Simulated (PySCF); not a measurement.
PySCF 2.14 output of an unrestricted r2SCAN calculation on a single atom or ion in aug-cc-pVQZ-PP with ECP28MDF (7s7p5d3f2g, 92 functions), with a scalar-relativistic core potential:

```
SCF conv_tol = 1e-09
number electrons alpha = 10  beta = 9
    J. W. Furness, A. D. Kaplan, J. Ning, J. P. Perdew, and J. Sun.,  J. Phys. Chem. Lett. 11, 8208-8215 (2020)
    J. W. Furness, A. D. Kaplan, J. Ning, J. P. Perdew, and J. Sun.,  J. Phys. Chem. Lett. 11, 9248-9248 (2020)
    J. W. Furness, A. D. Kaplan, J. Ning, J. P. Perdew, and J. Sun.,  J. Phys. Chem. Lett. 11, 8208-8215 (2020)
    J. W. Furness, A. D. Kaplan, J. Ning, J. P. Perdew, and J. Sun.,  J. Phys. Chem. Lett. 11, 9248-9248 (2020)
cycle= 1 E= -212.410885302402  delta_E= -0.00437  |g|= 0.0186  |ddm|= 0.911
cycle= 2 E= -212.410967772188  delta_E= -8.25e-05  |g|= 0.013  |ddm|= 0.125
cycle= 3 E= -212.411004001376  delta_E= -3.62e-05  |g|= 0.000918  |ddm|= 0.032
cycle= 4 E= -212.411004720745  delta_E= -7.19e-07  |g|= 5.17e-05  |ddm|= 0.0101
cycle= 5 E= -212.411004722731  delta_E= -1.99e-09  |g|= 7.13e-06  |ddm|= 0.000438
cycle= 6 E= -212.411004722771  delta_E= -4.02e-11  |g|= 7.56e-07  |ddm|= 0.000105
converged SCF energy = -212.411004722771  <S^2> = 0.75099971  2S+1 = 2.0009995
```

The run itself started from symmetry-adapted Hartree-Fock orbitals and held the occupation by maximum overlap, on a logarithmic radial grid, so the iterations belong to that start.

Which element, charge and spin multiplicity is this?

Sn³⁺ (tin, charge +3), multiplicity 2; the state was [Kr] 4d10 5s1, 2S determinant.

Energies and moments cover only the electrons outside the core potential.
